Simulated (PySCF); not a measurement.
C7H15, SMILES C[CH]CCCCC, multiplicity 2.

Geometry optimised at B3LYP-D3(BJ)/def2-SVP. The isomer is the one that the SMILES or the coordinates give; other isomers of the formula were not compared. Other conformers were not sampled.

These are TDA-PBE/def2-SVPD in PySCF values and carry that method's errors.

Vertical excitations. The molecule is in vacuum.

### Question
Estimate the UV-visible absorptions. (The exact figures need the calculation; the answer reports its results.)

### Answer

```
state   energy (eV)  λ (nm)      f          main pairs
------  -----------  ------  -----  ------------------
root 1         4.15     298  0.002    α HOMO→LUMO 99 %
root 2         4.41     281  0.001  α HOMO→LUMO+1 99 %
root 3         4.72     262  0.003  α HOMO→LUMO+2 99 %
root 4         4.84     256  0.010  α HOMO→LUMO+3 99 %
root 5         5.06     245  0.006  α HOMO→LUMO+4 99 %
root 6         5.45     227  0.006    β HOMO→LUMO 97 %
```
Unrestricted roots are not spin-pure.
